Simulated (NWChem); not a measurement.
TeClF; SMILES F[Te]Cl

```xyz
3

Te    -0.2762     0.4290     0.0000
F      1.5559     1.0489     0.0000
Cl     0.1450    -1.8830     0.0000
```
Atoms are numbered in this order, from 1.

Level: PBE0/def2-SVP with def2 effective core potentials on Te (NWChem), optimised geometry, unscaled harmonic frequencies. def2 effective core potentials on Te; no spin-orbit coupling.

| frequency (cm⁻¹) | IR intensity (km/mol) |
|---|---|
| 162 | 4.6 |
| 387 | 30.3 |
| 636 | 51.8 |

The zero-point energy is 1.7 kcal/mol, the thermal correction to the enthalpy at 298.15 K (with zero-point energy) is 4.7 kcal/mol and the heat capacity Cv is 10.3 cal/(mol K). The entropy at 298.15 K and 1 atm (symmetry number 1) is 71.5 cal/(mol K).

Rigid rotor and harmonic oscillator.
